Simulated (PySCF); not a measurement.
C6H8FOS: g tensor and hyperfine couplings

C6H8FOS (doublet state).
Z-matrix (Å and degrees, GFN2-xTB geometry), rows numbered from 1:
```
C 
S   1  1.8430
O   2  1.4620  1  106.85
C   2  1.8410  1   92.81  3   106.41
C   4  1.5178  2  128.87  1   -49.07
C   5  1.5117  4   77.06  2  -178.25
C   6  1.5469  5   85.80  4    43.89
C   6  1.5398  5   87.17  4   -42.07
F   8  1.3677  4  116.69  2   -67.59
H   1  1.0846  2  109.27  3   -51.35
H   1  1.0851  2  107.94  3    68.53
H   1  1.0838  2  108.05  3  -171.98
H   5  1.0745  4  127.57  2   -50.17
H   6  1.0813  5  128.58  4  -179.59
H   7  1.0906  4  116.32  2   -67.87
H   7  1.0849  4  116.05  2    66.49
H   8  1.0915  4  118.88  2    63.42
```

The hyperfine couplings belong to this conformer and change with its torsions.

As a line formula: `C[S@@](=O)[C@]12[CH][C@H](C1)[C@H]2F` [radical].

Method used: PySCF 2.14.0, UKS B3LYP, pcH-1 on C F H O S, non-relativistic, mean-field spin-orbit, GIAO. Geometry: GFN2-xTB, one conformer, isolated molecule. Couplings are sensitive to structure, and on GFN2-xTB geometries they can be far from those on DFT ones. Stability of the SCF solution: not tested.

```
g1, g2, g3                      : 2.00214, 2.00254, 2.00304
g_iso                           : 2.00257
Form of g                       : rhombic: the two nearest values differ by 44 % of g3 − g1
⟨S²⟩                            : 0.7532 (exact 0.7500)
α and β electrons               : 39, 38
HOMO–LUMO gap, α and β orbitals : 6.62, 4.47 eV
Basis functions                 : 315
```

Isotropic coupling and dipolar principal values T1 to T3, in 10⁻⁴ cm⁻¹; ρ(0) is the spin density at the nucleus (1 × 10⁻⁴ cm⁻¹ = 2.998 MHz):

```csv
atom,isotope,a_iso,of which spin–orbit,T1,T2,T3,Mulliken spin population,ρ(0) (bohr⁻³)
C1,13C,0.3,0.0,-0.3,-0.1,0.4,0.00,0.0007
S2,33S,0.0,0.0,-0.1,0.0,0.1,0.00,0.0001
O3,17O,0.0,0.0,-0.2,0.1,0.1,0.00,0.0000
C4,13C,-5.4,0.0,-1.6,-0.4,2.0,-0.04,-0.0143
C5,13C,85.3,0.0,-26.5,-25.2,51.7,1.00,0.2277
C6,13C,-5.5,0.0,-1.5,-0.4,1.8,-0.05,-0.0146
C7,13C,42.2,0.0,-1.9,-1.6,3.5,0.04,0.1127
C8,13C,19.0,0.0,-1.1,-1.0,2.1,0.02,0.0506
F9,19F,1.6,0.0,-3.6,-2.1,5.6,0.00,0.0011
H10,1H,0.3,0.0,-1.5,-1.2,2.7,0.00,0.0002
H11,1H,0.0,0.0,-0.4,-0.3,0.7,0.00,0.0000
H12,1H,0.0,0.0,-0.7,-0.6,1.4,0.00,0.0000
H13,1H,2.4,0.0,-11.7,-1.3,13.0,-0.01,0.0016
H14,1H,0.1,0.0,-1.6,-1.1,2.7,0.00,0.0001
H15,1H,25.9,0.0,-1.2,-0.7,1.9,0.04,0.0173
H16,1H,-0.3,0.0,-2.1,-1.0,3.1,0.00,-0.0002
H17,1H,0.1,0.0,-1.1,-0.6,1.7,0.00,0.0001
```

The largest Mulliken spin population is on C5 (+1.00). The angles at C5 add up to 332.4°, so it is pyramidal.

Axes: g2 points within 4° of the C5–H13 bond.

Under fast tumbling the dipolar parts average out, and these isotropic splittings remain: 1 × 1H (H15, I = 1/2, 2 lines) with 2.77 mT, 1 × 1H (H13, I = 1/2, 2 lines) with 0.25 mT, 1 × 19F (F9, I = 1/2, 2 lines) with 0.17 mT and 1 × 1H (H16, I = 1/2, 2 lines) with 0.03 mT.

The 13C coupling of C5 (255.8 MHz) shows only in satellite lines or after enrichment, since that isotope makes up about 1.07 % of natural carbon.
